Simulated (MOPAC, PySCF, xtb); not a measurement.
Pair of molecules: GeH4O (SMILES [OH][GeH3]) (first 6 atoms) with NH3 (SMILES N); geometry from B3LYP-D3(BJ)/def2-TZVP, rigid monomers moved along the line of their centres of mass till H3···N7 is 1.73 Å.
(charge 0, multiplicity 1):
```
atom    x (Å)    y (Å)    z (Å)
----  -------  -------  -------
O     -0.3625   0.7143   0.5752
Ge     0.5148  -0.7074  -0.0353
H     -0.4611   0.6907   1.5500
H      1.9372  -0.7770   0.5683
H      0.5841  -0.5258  -1.5584
H     -0.2374  -2.0114   0.3202
N     -0.6154   0.6063   3.2739
H     -1.5924   0.7762   3.4846
H     -0.3451  -0.2522   3.7405
H     -0.0763   1.3616   3.6822
```

Counterpoise-corrected where a basis set is named; no monomer relaxation. Rows marked so take none.

Rows in 6-31G* carry no dispersion term and start afresh at each structure (6-31G* with six Cartesian d functions); the Pople sets are all-electron and without relativity. The state that AM1 reach isn't checked.

Programs: MOPAC for AM1 (differences of heats of formation); PySCF for 6-31G* rows; xtb for the GFN methods. Each number belongs to the level named beside it.

**Question.** One of these levels gives -4.11 kcal/mol for the interaction energy. Which?
A. HF/6-31G*
B. GFN1-xTB
C. BP86/6-31G* (no counterpoise)
D. AM1

**Answer.** A, HF/6-31G*. The others give 1.71 (AM1), -8.26 (GFN1-xTB), -10.30 (BP86/6-31G* (no counterpoise))
